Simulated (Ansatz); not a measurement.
Program: Ansatz. Geometries: PBE0-D4/def2-TZVP. ΔE: electronic, gas phase. CCSD(T)/CBS is the MP2 limit (def2-TZVPP, def2-QZVPP) plus CCSD(T) − MP2 in def2-TZVPP, frozen cores. This one scheme is used for every species. Functionals use def2-TZVPP. B3LYP here is the variant with VWN-RPA as its local correlation; programs differ in this. Each species was taken in one conformer, which may not be the lowest.

Reaction (formal hydrolysis of a B–Si bond): `F[SiH2]BC[SiH3]` + H₂O → `OBC[SiH3]` + `F[SiH3]`

```tsv
level	ΔE (kJ/mol)
PBE-D4	-149.4
B3LYP	-170.6
MP2/def2-TZVPP	-168.2
CCSD/def2-TZVPP	-165.3
CCSD(T)/def2-TZVPP	-163.6
SCS-MP2/def2-QZVPP	-168.3
HF/CBS(def2)	-183.5
MP2/CBS(def2)	-162.6
```

Q: What does CCSD(T)/CBS give? (Estimate.)

A: Computed: -158.0 kJ/mol. The listed levels differ from it by 8.6, -12.6, -10.2, -7.3, -5.6, -10.3, -25.5, -4.6 kJ/mol.

Largest T1 diagnostic among the species: 0.012.

From PBE to PBE0 (25 % exact exchange), in def2-TZVPP and without D4, ΔE moves by −3.1 kJ/mol. In def2-TZVPP, CCSD(T) changes the Hartree–Fock value by +20.0 kJ/mol (the triples alone add +1.8 kJ/mol) and MP2 by +15.4 kJ/mol.
